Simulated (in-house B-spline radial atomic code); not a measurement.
## Mn²⁺: [Ne] 3s2 3p5 3d5 4s1 (an excited or competing configuration)

Level of theory: Dirac-Hartree-Fock, average of configuration, Fermi nucleus of rms radius 3.7057 fm; calculated with a B-spline radial code for spherical atoms.

Z_r = [3n² - l(l+1)]/(2<r>); Z_e = n√(-2ε); the last column is Slater's effective charge. Values are occupation-weighted means over j.

```tsv
shell	electrons	ε (eV)	<r> (bohr)	Z_r	Z_e	Slater
1s	2	-6633.2	0.06085	24.65	22.08	24.70
2s	2	-833.41	0.2773	21.64	15.65	20.85
2p	6	-707	0.2465	20.28	14.42	20.85
3s	2	-130.94	0.8426	16.02	9.31	14.10
3p	5	-94.774	0.8896	14.05	7.92	14.10
3d	5	-40.052	1.044	10.06	5.15	6.60
4s	1	-24.9	2.556	9.39	5.41	4.80
```

The least bound orbital is 4s1/2 at -24.9 eV, and it is also the most diffuse (<r> = 2.556 bohr).

Spin-orbit splittings of the orbital energies (j = l + 1/2 above j = l - 1/2 when positive): 2p 10.63 eV, 3p 1.378 eV, 3d 0.1334 eV.

For the 1s electron the small component carries 0.808 % of the norm, the zero-frequency Breit interaction raises the level by 7.358 eV, self-energy by 3.604 eV, and vacuum polarisation lowers it by 0.3004 eV.
